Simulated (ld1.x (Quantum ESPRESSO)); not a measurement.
**Reading a pseudo-wave (chromium (Cr))**

Columns: radius, all-electron u(r) and pseudo u(r) of the 3p shell (level -52.46 eV) of chromium in the configuration [Ne] 3s2 3p6 3d5 4s0 4p0; LDA (PZ), scalar-relativistic, PAW scheme, ld1.x (Quantum ESPRESSO) 7.5.

```json
{"r (bohr)": "0.103", "all-electron": "0.4790", "pseudo": "-0.0377"}
{"r (bohr)": "0.205", "all-electron": "0.4991", "pseudo": "-0.1433"}
{"r (bohr)": "0.308", "all-electron": "0.1001", "pseudo": "-0.3020"}
{"r (bohr)": "0.410", "all-electron": "-0.3613", "pseudo": "-0.4865"}
{"r (bohr)": "0.513", "all-electron": "-0.7292", "pseudo": "-0.6726"}
{"r (bohr)": "0.615", "all-electron": "-0.9584", "pseudo": "-0.8312"}
{"r (bohr)": "0.718", "all-electron": "-1.0688", "pseudo": "-0.9459"}
{"r (bohr)": "0.820", "all-electron": "-1.0893", "pseudo": "-1.0043"}
{"r (bohr)": "0.923", "all-electron": "-1.0513", "pseudo": "-1.0074"}
{"r (bohr)": "1.025", "all-electron": "-0.9793", "pseudo": "-0.9637"}
{"r (bohr)": "1.128", "all-electron": "-0.8892", "pseudo": "-0.8870"}
{"r (bohr)": "1.230", "all-electron": "-0.7941", "pseudo": "-0.7948"}
{"r (bohr)": "1.332", "all-electron": "-0.7000", "pseudo": "-0.7002"}
{"r (bohr)": "1.435", "all-electron": "-0.6102", "pseudo": "-0.6102"}
{"r (bohr)": "1.538", "all-electron": "-0.5277", "pseudo": "-0.5277"}
{"r (bohr)": "1.640", "all-electron": "-0.4543", "pseudo": "-0.4543"}
{"r (bohr)": "1.743", "all-electron": "-0.3886", "pseudo": "-0.3886"}
{"r (bohr)": "1.845", "all-electron": "-0.3316", "pseudo": "-0.3316"}
{"r (bohr)": "1.948", "all-electron": "-0.2815", "pseudo": "-0.2815"}
{"r (bohr)": "2.050", "all-electron": "-0.2387", "pseudo": "-0.2387"}
{"r (bohr)": "2.153", "all-electron": "-0.2016", "pseudo": "-0.2016"}
{"r (bohr)": "2.255", "all-electron": "-0.1702", "pseudo": "-0.1702"}
{"r (bohr)": "2.358", "all-electron": "-0.1432", "pseudo": "-0.1432"}
{"r (bohr)": "2.460", "all-electron": "-0.1205", "pseudo": "-0.1205"}
{"r (bohr)": "2.562", "all-electron": "-0.1012", "pseudo": "-0.1012"}
{"r (bohr)": "2.665", "all-electron": "-0.0848", "pseudo": "-0.0848"}
```

(1) How many radial nodes do the two functions have?

(2) At about which radius was the pseudo-wave matched?

(3) Where does each function peak?

(4) Is the pseudo-wave norm-conserving?

Results:

(1) The all-electron 3p function has n − l − 1 = 1; the pseudo-wave has 0, since the states of the same l below it are removed with the core.

(2) 1.40 bohr, where the columns begin to agree (steps of 0.10 bohr).

(3) Outermost all-electron maximum near 0.82 bohr, pseudo maximum near 0.92 bohr (to the table’s step).

(4) No, it belongs to a PAW set: the norm inside the radius is not constrained, and the difference is carried by the augmentation charge.
